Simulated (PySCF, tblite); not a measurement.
Isomers of C6H12SSi, one GFN2-xTB conformer each. Single-point energies are computed at PBE0/pcSseg-1 (PySCF, gas phase, no added dispersion term), electronic only.

| SMILES | GFN2-xTB relative energy (kJ/mol) |
| --- | --- |
| C=C[Si@@H]1C[C@H]1SCC | 149.6 |
| C#CCC[SiH2]SCC | 0.0 |
| C#CCSC(C)(C)[SiH3] | 76.0 |

Conformers: `[CH2:1]=[CH:2][Si@@H:3]1[CH2:4][C@H:5]1[S:6][CH2:7][CH3:8]` with C1–C2–Si3–C4 27°, C4–C5–S6–C7 149°, C5–S6–C7–C8 -177°; `[CH:1]#[C:2][CH2:3][CH2:4][SiH2:5][S:6][CH2:7][CH3:8]` with C2–C3–C4–Si5 64°, C3–C4–Si5–S6 176°, C4–Si5–S6–C7 -177°, Si5–S6–C7–C8 179°; `[CH:1]#[C:2][CH2:3][S:4][C:5]([CH3:6])([CH3:7])[SiH3:8]` with C2–C3–S4–C5 80°, C3–S4–C5–C6 63°.

**Question.** What does PBE0/pcSseg-1 give for the same structures?

**Answer.** 
```
               SMILES  PBE0/pcSseg-1 E (Eh)  PBE0/pcSseg-1 (kJ/mol)  GFN2-xTB (kJ/mol)  point group
       C#CCC[SiH2]SCC            -922.88910                     0.0                0.0           C1
C=C[Si@@H]1C[C@H]1SCC            -922.87235                    44.0              149.6           C1
   C#CCSC(C)(C)[SiH3]            -922.84601                   113.1               76.0           C1
```

Both levels put the same isomer lowest; measured from each level's own lowest isomer, the values differ by up to 105.6 kJ/mol (C=C[Si@@H]1C[C@H]1SCC: 149.6 against 44.0). 

**Question.** Which frontier levels, dipoles and rotational constants go with these structures?

**Answer.** 
```json
{"SMILES": "C#CCC[SiH2]SCC", "HOMO (eV, PBE0/pcSseg-1)": "-6.66", "LUMO (eV)": "0.28", "dipole (D)": "1.01", "A, B, C (MHz)": "4175, 514.9, 482.6"}
{"SMILES": "C=C[Si@@H]1C[C@H]1SCC", "HOMO (eV, PBE0/pcSseg-1)": "-5.83", "LUMO (eV)": "-0.93", "dipole (D)": "2.22", "A, B, C (MHz)": "2691, 700.5, 625.8"}
{"SMILES": "C#CCSC(C)(C)[SiH3]", "HOMO (eV, PBE0/pcSseg-1)": "-6.56", "LUMO (eV)": "0.04", "dipole (D)": "1.66", "A, B, C (MHz)": "2493, 841.7, 804.5"}
```

**Question.** What happens when harmonic zero-point energies from GFN2-xTB frequencies are added?

**Answer.** 
```json
{"SMILES": "C#CCC[SiH2]SCC", "ZPE (kJ/mol)": "412.0", "electronic (kJ/mol)": "0.0", "with ZPE (kJ/mol)": "0.0"}
{"SMILES": "C=C[Si@@H]1C[C@H]1SCC", "ZPE (kJ/mol)": "416.7", "electronic (kJ/mol)": "44.0", "with ZPE (kJ/mol)": "48.7"}
{"SMILES": "C#CCSC(C)(C)[SiH3]", "ZPE (kJ/mol)": "401.3", "electronic (kJ/mol)": "113.1", "with ZPE (kJ/mol)": "102.5"}
```

The zero-point energies span 15.4 kJ/mol. The order is unchanged.

**Question.** As an exercise, what shares would exp(−E/RT) give at 2000 K from these electronic energies alone (no entropy, no degeneracies)?

**Answer.** RT = 16.629 kJ/mol: C#CCC[SiH2]SCC 93.3 %, C=C[Si@@H]1C[C@H]1SCC 6.6 %, C#CCSC(C)(C)[SiH3] 0.1 %.
